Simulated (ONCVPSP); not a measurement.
cadmium (Cd): one change to an ONCV potential, before and after

```
Element                 : Cd
Generator               : ONCVPSP 4.0.1
Type                    : optimised norm-conserving Vanderbilt (ONCV)
Functional              : PBEsol
Relativity              : scalar-relativistic
Frozen core             : [Kr]
Valence charge          : 12
Reference configuration : 4d10 5s1.5 (charge +0.5)
Partial waves           : 5s: rc 2.25 bohr, ncon 5, nbas 8, qcut 2.4 1/bohr, 1 projector; p scattering state at 0.18 Ha: rc 2.20 bohr, ncon 4, nbas 8, qcut 4.3 1/bohr, 1 projector; 4d: rc 1.10 bohr, ncon 4, nbas 7, qcut 9.2 1/bohr, 3 projectors, debl 3.2 Ha
Local potential         : polynomial inside 1.00 bohr (lpopt 5, dvloc0 -1 Ha)
Core correction         : none
```

In the p channel the program set the typed energies aside and used 0.050 Ha.

Change: local potential polynomial inside 1.00 bohr (lpopt 5, dvloc0 3 Ha).

Cutoffs: the cutoffs (Ha) at which the residual kinetic energy of the hardest occupied pseudo-wave falls to 1 and 0.1 mHa per electron; they do not see the model core or the augmentation charge, which bear on the density cutoff. Errors are all-electron minus pseudo energies relative to the spin-unpolarised reference configuration.

Q: How do hardness, ghosts and transferability respond?

A: The potential gets neither clearly harder nor softer (38 Ha and 58 Ha → 38 Ha and 58 Ha); the bound ghosts move from p, s to d, p, s; the lowest positive-energy flag moves from s at 16.2 eV to none; of the 3 tests that both files solve, the error grows in 1 and shrinks in 0 by more than 15 % and 0.3 meV (median size 1.0 → 0.9 meV). In the separable form a ghost depends on how the local part lies against the semilocal potential of the channel, so the choice of the local part can create or remove one.

```csv
quantity,base,changed
"cutoff, loose",38 Ha,38 Ha
"cutoff, tight",58 Ha,58 Ha
bound ghosts,"s, p","s, p, d"
GHOST(+) flags under 300 eV,s at 16.2 eV,none
tests with a reliable result,3 of 4,3 of 4
"error for 4d10 5s2, meV [ΔE -3.73 eV]",+1.0,+0.8
"error for 4d10 5s1, meV [ΔE 5.58 eV]",-0.6,-0.9
"error for 4d10 5s0, meV [ΔE 22.67 eV]",+1.7,+1.7
s: phases at 2.29 bohr within 0.05 rad from the reference energy up to (Ha; the scan ends near 5),0.3,0.7
p: phases at 2.23 bohr within 0.05 rad from the reference energy up to (Ha; the scan ends near 5),1.3,1.8
d: phases at 1.12 bohr within 0.05 rad from the reference energy up to (Ha; the scan ends near 5),to the end of the scan,to the end of the scan
```

 A true bound ghost makes a file unfit for plane-wave use even where its test errors are small: the radial tests pick states by their node count and pass the ghost by.
